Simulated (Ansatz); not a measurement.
Geometry optimisation, RKS PBE0/def2-SVP in Ansatz 0.2.0.

Input:

```yaml
crystal:
  periodic: [false, false, false]
  atoms:
    - { symbol: Ge, position_ang: [-0.7942, -0.4835, 0.2637] }
    - { symbol: "N", position_ang: [0.943, 0.6594, -0.5503] }
    - { symbol: F, position_ang: [-0.5913, -1.8044, -0.8669] }
    - { symbol: F, position_ang: [-1.9143, -1.2972, 1.3583] }
    - { symbol: F, position_ang: [-1.9481, 0.7261, -0.2816] }
    - { symbol: H, position_ang: [1.2467, 0.3844, 0.7289] }
    - { symbol: H, position_ang: [0.7593, -0.0854, 1.4456] }
    - { symbol: H, position_ang: [1.5018, 0.2638, -1.303] }
    - { symbol: H, position_ang: [0.7972, 1.6368, -0.7949] }
basis:
  gaussian: { orbitals: def2-SVP }
hamiltonian:
  xc: pbe0
relax:
  f_tol: 0.15
  max_steps: 25
  restrain:
    - { distance: [0, 6], at: 2.81, k: 30.0 }
    - { distance: [5, 1], at: 2.32, k: 30.0 }
    - { distance: [0, 1], at: 1.91, k: 30.0 }
    - { distance: [5, 6], at: 0.62, k: 30.0 }
output:
  orbitals: {}
```

Command:

```bash
$ ansatz run input.yaml --threads 2 --pin off --max-ram 3072MiB --backend cpu --events-out ev --progress --plain --runs-dir out
```

Q: Where does it end, and by what steps?

A: The run converged. The restraints hold the end off the free minimum. After 10 steps the energy has fallen by 1.922 eV (the restraints' own energy left out); F4 moved furthest, 1.02 Å. Joined: H6–H7.

```tsv
step	energy less start (eV)	largest force component (eV/Å)	accepted
0	0.0000	2.864	yes
1	0.5788	1.555	yes
2	0.4217	4.071	yes
3	-0.5661	3.488	yes
4	-1.2255	2.746	yes
5	-1.5606	2.343	yes
6	-1.7760	2.134	yes
7	-1.9010	1.958	yes
8	-1.9213	2.084	yes
9	-1.9555	1.137	no
10	-1.9217	1.977	yes
```

```xyz
9
Properties=species:S:1:pos:R:3
Ge -0.894 -0.352 -0.300
N 0.564 0.621 -0.910
F -0.929 -1.845 -1.136
F -1.033 -0.789 1.356
F -2.321 0.543 -0.591
H 1.436 0.286 1.229
H 1.056 -0.045 1.716
H 1.422 0.075 -0.935
H 0.699 1.507 -0.430
```

Whether the end is a true minimum wasn't checked by a vibrational analysis.

The run took 27 s on 2 threads of Intel(R) Xeon(R) Platinum 8488C (Sapphire Rapids), with other jobs on the host, peak memory 0.27 GiB.
